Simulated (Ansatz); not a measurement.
Ansatz (a first-principles code) input (HF/def2-TZVP):

Ansatz 0.2 input:
```yaml
crystal:
  periodic: [false, false, false]
  atoms:
    - {symbol: F, position_ang: [1.59874485, -0.56228572, -0.01150265]}
    - {symbol: S, position_ang: [0.16205803, 0.28779531, 0.15323027]}
    - {symbol: F, position_ang: [-1.27772601, 1.10827066, -0.10693477]}
    - {symbol: F, position_ang: [-0.60912201, -1.05762104, -0.15397195]}
basis:
  gaussian:
    orbitals: def2-TZVP
hamiltonian:
  xc: {name: HF}
magnetization: {spin_polarized: true, initial_magnetization: 1}
relax: {f_tol: 0.003, max_steps: 100}
```

Output:

```
Functional definition: HF
integrals: 0.04 GiB planned
913 factors; their error is unknown
mean field: 0.38 GiB planned
mean field evaluation 1: about -18931.8416 eV, gradient 3.3e1 eV
mean field evaluation 2: about -18934.1115 eV, gradient 2.4e1 eV
mean field evaluation 4: about -18935.7416 eV, gradient 1.3e0 eV
mean field evaluation 8: about -18935.7756 eV, gradient 1.5e-1 eV
mean field evaluation 16: about -18932.1055 eV, gradient 3.3e1 eV
mean field -18936.04022226 eV, -695.8866428590 hartree, gradient 2.1e-5 eV, S^2 0.786832; 0 other end points of the search recorded, 0 dependent functions left out
the calculation of the forces begins
reference -18936.04022226 eV, -695.8866428590 hartree; 22, 21 occupied and 108, 109 virtual orbitals, 913 factors
relax step   1: F+E_penalty+E_count = -18936.04022226 eV  Δ(F+E_penalty+E_count) = +0.000e0 eV  max|allowed force component| = 2.061e0 eV/Å  Δτ_max = 0.0000 Å  (50 SCF iters, accepted)
these checks for a lower state are left out or cut short: starts, cluster_reference, orbital_swaps, neighbouring_geometries, increment
integrals: 0.04 GiB planned
913 factors; their error is unknown
mean field: 0.38 GiB planned
mean field -18936.15214706 eV, -695.8907560195 hartree, gradient 1.4e-5 eV, S^2 0.786280; 0 other end points of the search recorded, 0 dependent functions left out
the calculation of the forces begins
reference -18936.15214706 eV, -695.8907560195 hartree; 22, 21 occupied and 108, 109 virtual orbitals, 913 factors
relax step   2: F+E_penalty+E_count = -18936.15214706 eV  Δ(F+E_penalty+E_count) = -1.119e-1 eV  max|allowed force component| = 1.197e0 eV/Å  Δτ_max = 0.0292 Å  (46 SCF iters, accepted)
these checks for a lower state are left out or cut short: starts, cluster_reference, orbital_swaps, neighbouring_geometries, increment
integrals: 0.04 GiB planned
913 factors; their error is unknown
mean field: 0.38 GiB planned
mean field evaluation 32: about -18936.2100 eV, gradient 3.6e-5 eV
mean field -18936.20995863 eV, -695.8928805554 hartree, gradient 3.6e-5 eV, S^2 0.784728; 0 other end points of the search recorded, 0 dependent functions left out
the calculation of the forces begins
reference -18936.20995863 eV, -695.8928805554 hartree; 22, 21 occupied and 108, 109 virtual orbitals, 913 factors
relax step   3: F+E_penalty+E_count = -18936.20995863 eV  Δ(F+E_penalty+E_count) = -5.781e-2 eV  max|allowed force component| = 2.335e-1 eV/Å  Δτ_max = 0.0420 Å  (44 SCF iters, accepted)
these checks for a lower state are left out or cut short: starts, cluster_reference, orbital_swaps, neighbouring_geometries, increment
integrals: 0.04 GiB planned
913 factors; their error is unknown
mean field: 0.38 GiB planned
mean field -18936.21178721 eV, -695.8929477547 hartree, gradient 2.2e-5 eV, S^2 0.784393; 0 other end points of the search recorded, 0 dependent functions left out
the calculation of the forces begins
reference -18936.21178721 eV, -695.8929477547 hartree; 22, 21 occupied and 108, 109 virtual orbitals, 913 factors
relax step   4: F+E_penalty+E_count = -18936.21178721 eV  Δ(F+E_penalty+E_count) = -1.829e-3 eV  max|allowed force component| = 1.115e-1 eV/Å  Δτ_max = 0.0040 Å  (46 SCF iters, accepted)
these checks for a lower state are left out or cut short: starts, cluster_reference, orbital_swaps, neighbouring_geometries, increment
integrals: 0.04 GiB planned
913 factors; their error is unknown
mean field: 0.38 GiB planned
mean field -18936.21418901 eV, -695.8930360191 hartree, gradient 3.8e-5 eV, S^2 0.780777; 0 other end points of the search recorded, 0 dependent functions left out
the calculation of the forces begins
reference -18936.21418901 eV, -695.8930360191 hartree; 22, 21 occupied and 108, 109 virtual orbitals, 913 factors
relax step   5: F+E_penalty+E_count = -18936.21418901 eV  Δ(F+E_penalty+E_count) = -2.402e-3 eV  max|allowed force component| = 2.536e-2 eV/Å  Δτ_max = 0.0307 Å  (44 SCF iters, accepted)
these checks for a lower state are left out or cut short: starts, cluster_reference, orbital_swaps, neighbouring_geometries, increment
integrals: 0.04 GiB planned
913 factors; their error is unknown
mean field: 0.38 GiB planned
mean field -18936.21421883 eV, -695.8930371150 hartree, gradient 2.5e-5 eV, S^2 0.780924; 0 other end points of the search recorded, 0 dependent functions left out
the calculation of the forces begins
reference -18936.21421883 eV, -695.8930371150 hartree; 22, 21 occupied and 108, 109 virtual orbitals, 913 factors
relax step   6: F+E_penalty+E_count = -18936.21421883 eV  Δ(F+E_penalty+E_count) = -2.982e-5 eV  max|allowed force component| = 7.519e-3 eV/Å  Δτ_max = 0.0015 Å  (46 SCF iters, accepted)
these checks for a lower state are left out or cut short: starts, cluster_reference, orbital_swaps, neighbouring_geometries, increment
integrals: 0.04 GiB planned
913 factors; their error is unknown
mean field: 0.38 GiB planned
mean field -18936.21422006 eV, -695.8930371602 hartree, gradient 2.7e-5 eV, S^2 0.780935; 0 other end points of the search recorded, 0 dependent functions left out
the calculation of the forces begins
reference -18936.21422006 eV, -695.8930371602 hartree; 22, 21 occupied and 108, 109 virtual orbitals, 913 factors
relax step   7: F+E_penalty+E_count = -18936.21422006 eV  Δ(F+E_penalty+E_count) = -1.229e-6 eV  max|allowed force component| = 4.043e-3 eV/Å  Δτ_max = 0.0002 Å  (46 SCF iters, accepted)
these checks for a lower state are left out or cut short: starts, cluster_reference, orbital_swaps, neighbouring_geometries, increment
integrals: 0.04 GiB planned
913 factors; their error is unknown
mean field: 0.38 GiB planned
mean field evaluation 64: about -18936.2140 eV, gradient 3.7e-1 eV
mean field -18936.21422054 eV, -695.8930371779 hartree, gradient 2.7e-5 eV, S^2 0.780934; 0 other end points of the search recorded, 0 dependent functions left out
the calculation of the forces begins
reference -18936.21422054 eV, -695.8930371779 hartree; 22, 21 occupied and 108, 109 virtual orbitals, 913 factors
relax step   8: F+E_penalty+E_count = -18936.21422054 eV  Δ(F+E_penalty+E_count) = -4.824e-7 eV  max|allowed force component| = 5.519e-6 eV/Å  Δτ_max = 0.0001 Å  (47 SCF iters, accepted)
integrals: 0.04 GiB planned
913 factors; their error is unknown
mean field: 0.38 GiB planned
mean field -18936.21422054 eV, -695.8930371779 hartree, gradient 2.7e-5 eV, S^2 0.780934; 1 other end points of the search recorded, 0 dependent functions left out
the calculation of the forces begins
reference -18936.21422054 eV, -695.8930371779 hartree; 22, 21 occupied and 108, 109 virtual orbitals, 913 factors
Total energy: -18936.21422054 eV, -695.8930371779 hartree
Atom 0 at     1.533532    -0.538735    -0.040067 Å, force    -0.000002     0.000000    -0.000004 eV/Å
Atom 1 at     0.151417     0.272143     0.199976 Å, force    -0.000000    -0.000001     0.000006 eV/Å
Atom 2 at    -1.223634     1.062533    -0.131541 Å, force     0.000002    -0.000002    -0.000004 eV/Å
Atom 3 at    -0.587360    -1.019782    -0.147548 Å, force     0.000001     0.000003     0.000002 eV/Å
Dipole moment:     0.057365     0.105128     0.111202 e Å
```

It need not be the lowest isomer of its formula.
